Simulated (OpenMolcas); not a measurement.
**How basis sets differ on BHSF2 (SMILES FB(F)S)**

The species is BHSF2 (5 atoms), meant as a singlet with charge 0. As SMILES, `FB(F)S`. Geometry: relaxed at GFN2-xTB.

Each level gives the dipole moment (D). The values are calculated.

| level | kind | program | value (D) |
| --- | --- | --- | --- |
| HF/STO-3G | Hartree–Fock | OpenMolcas | 0.84 |
| HF/3-21G | Hartree–Fock | OpenMolcas | 1.45 |
| HF/pcseg-0 | Hartree–Fock | OpenMolcas | 1.74 |
| HF/def2-SVP | Hartree–Fock | OpenMolcas | 1.50 |

The values span 0.84 to 1.74 D. Magnitudes only: a small dipole may point the other way at some levels. Sets without polarisation functions give poor dipoles.
